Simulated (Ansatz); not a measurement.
`C[B](C)[ZnH]` + H₂S → `CB(C)S` + `[ZnH2]` at 700 K and 1 bar (cleavage of the B–Zn bond).

Gas-phase electronic energies from Ansatz, PBE0-D4/def2-TZVP geometries. CBS: MP2 limit from def2 TZ/QZ plus the TZ coupled-cluster correction, frozen cores. This one scheme is used for every species. For Zn outer-core shells are correlated without core-valence functions, which leaves a few kJ/mol of doubt a bond. Scalar relativity is left out up to krypton. Each species was taken in one conformer, which may not be the lowest.

| species | CCSD(T)/CBS energy (Eh) | H − E (kJ/mol) | S (J/(mol·K)) |
| --- | --- | --- | --- |
| `C[B](C)[ZnH]` | -1883.46486 | 293.3 | 477.6 |
| H₂S | -398.97279 | 64.8 | 236.9 |
| `CB(C)S` | -502.93918 | 302.3 | 439.2 |
| `[ZnH2]` | -1779.54550 | 57.4 | 237.3 |

H − E and S are ideal-gas, rigid-rotor, harmonic terms from PBE0-D4/def2-TZVP, for one conformer and one mirror image of each species. 1 Eh = 2625.50 kJ/mol, R = 8.31446 J/(mol·K).

Q: By hand: ΔE, ΔH, ΔS and ΔG.

A: ΔE = (-502.93918) + (-1779.54550) − (-1883.46486) − (-398.97279) = -0.04703 Eh = -123.5 kJ/mol. Δ(H − E) = 302.3 + 57.4 − 293.3 − 64.8 = 1.6, so ΔH = -121.9 kJ/mol. ΔS = 439.2 + 237.3 − 477.6 − 236.9 = -38.0 J/(mol·K). ΔG = -121.9 − 700 × (-38.0)/1000 = -95.3 kJ/mol.

Q: By hand: the equilibrium constant, and the temperature at which ΔG would vanish if ΔH and ΔS stayed fixed.

A: log₁₀ K = −ΔG/(RT ln 10) = 7.1. ΔG = 0 at ΔH/ΔS = 3208 K, far beyond where these terms or the molecules hold.

ΔH outweighs TΔS. A doubt of 5 kJ/mol in ΔE shifts log₁₀ K by 0.4 here. Other conformers and mirror images would add mixing entropy, several J/(mol·K) or more a flexible species. Modes under 60 cm⁻¹, often nearly free rotors, make the harmonic entropy too high. These are equilibria of isolated gas molecules and say nothing of rates. Largest T1 diagnostic: 0.016 (customary marks: 0.02 for closed shells, 0.045 for open ones).
